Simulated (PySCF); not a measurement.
## How methods differ on the excitation energy of Gd

Gd [Xe] 4f7 5d1 6s2 (9D) → Gd [Xe] 4f8 5d1 6s1 (high-spin determinant), as a difference of total energies. Computed with PySCF 2.14 in cc-pVDZ-X2C (8s7p5d3f1g, 84 functions), with the spin-free X2C one-electron Hamiltonian (Gaussian nucleus). Correlated levels: valence: [Kr] 4d10 frozen; valence and next inner shell: [Ar] 3d10 frozen. The calculations carry no spin-orbit coupling.

```tsv
method	excitation energy (eV)
UHF	5.987
LDA	1.626
PBE	1.572
PBE0	2.587
r2SCAN	2.175
MP2 (valence)	3.859
SCS-MP2 (valence)	4.141
MP2 (valence and next inner shell)	3.569
SCS-MP2 (valence and next inner shell)	3.896
```

Problem. How much does correlation contribute at MP2 (valence and next inner shell)?

Solution. 3.569 − (5.987) = -2.418 eV, measured against UHF.

A first-order spin-orbit estimate (lowest level to lowest level, LS coupling) adds -0.079 eV.

In the upper state the promoted electron has a positive orbital energy at LDA, PBE, r2SCAN, so the basis confines it.

The determinant of the upper state mixes LS terms, which raises its energy above the lowest term, most at the Hartree-Fock and MP2 levels.
